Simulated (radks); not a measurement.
Valence configurations of Hf+ (all share [Xe]). Method: Dirac Kohn-Sham, PBE, spin-unpolarised, spherical densities, finite nucleus; open shells fill j = l - 1/2 first; Fermi nuclear charge, rms radius 5.347 fm; computed with a radial shooting solver on a logarithmic mesh with Libxc functionals. Energies are relative to 4f14 5d1 6s2; eigenvalues in eV.

| valence | E (eV) | e(4f5/2) | e(4f7/2) | e(5d3/2) | e(5d5/2) | e(6p1/2) |
|---|---|---|---|---|---|---|
| 4f14 5d1 6s2 | 0.000 | -26.921 | -25.176 | -10.941 | - | - |
| 4f14 5d1 6p2 | 8.994 | -29.311 | -27.565 | -12.802 | - | -8.502 |
| 4f12 5d3 6s2 | 41.663 | -43.667 | -41.757 | -13.949 | - | - |
| 4f12 5d3.5 6s1.5 | 41.158 | -42.155 | -40.246 | -12.973 | - | - |
| 4f14 5d1 6s1 6p1 | 4.454 | -28.137 | -26.391 | -11.894 | - | -7.971 |
| 4f12 5d1 6s2 6p2 | 57.392 | -52.545 | -50.630 | -19.977 | - | -10.284 |
| 4f12.5 5d3 6s1.5 | 28.426 | -37.826 | -35.959 | -12.279 | - | - |
| 4f14 6s2 6p1 | 4.265 | -30.957 | -29.209 | - | - | -8.621 |
| 4f13.5 5d1.5 6s2 | 7.905 | -30.909 | -29.123 | -11.713 | - | - |
| 4f11 5d4.5 6s1.5 | 72.602 | -51.283 | -49.289 | -14.391 | -13.538 | - |

NIST lists [Xe] 4f14 5d1 6s2 as the ground configuration; this level of theory agrees among the configurations tried. The energies are those of spherical spin-averaged densities, not of single terms.
